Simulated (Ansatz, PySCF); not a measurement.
Reaction (SMILES): BN (BNH4) + [H][H] (H2) -> B (BH3) + N (NH3)
Structures are relaxed separately at B3LYP-D3(BJ)/def2-TZVP in Ansatz (a program for electronic structure), one conformer each, not searched for the lowest.

Wanted: energy of full hydrogenation (enthalpy at 298 K, with B3LYP-D3(BJ) rigid-rotor harmonic-oscillator terms from PySCF), in kcal/mol. Valence correlation only, unless marked. Spin-orbit coupling is left out. Non-relativistic. Basis-set limits of correlation are two-point, X^-3; Hartree-Fock from the larger set. [CCSD(T)-MP2]/basis is that difference in the basis named.

```
level                                                              program  energy of full hydrogenation (kcal/mol)
----------------------------------------------------------  --------------  ---------------------------------------
HF/cc-pVTZ                                                          Ansatz                                     27.7
PBE0-D4/def2-TZVPD                                          Ansatz + dftd4                                     34.0
MN15/def2-TZVPD                                                      PySCF                                     37.2
CCSD/6-31G*                                                         Ansatz                                     36.1
CCSD/def2-SVPD                                                      Ansatz                                     31.4
CCSD/def2-QZVPPD                                                    Ansatz                                     31.5
CCSD/CBS(def2-TZVPPD,def2-QZVPPD)                                   Ansatz                                     31.8
CCSD(T)/STO-3G                                                      Ansatz                                     53.0
RI-MP2/CBS(def2-TZVPP,def2-QZVPP)+[CCSD(T)-MP2]/def2-QZVPP          Ansatz                                     32.9
CCSD(T)/CBS(def2-TZVPPD,def2-QZVPPD)                                Ansatz                                     33.0
```
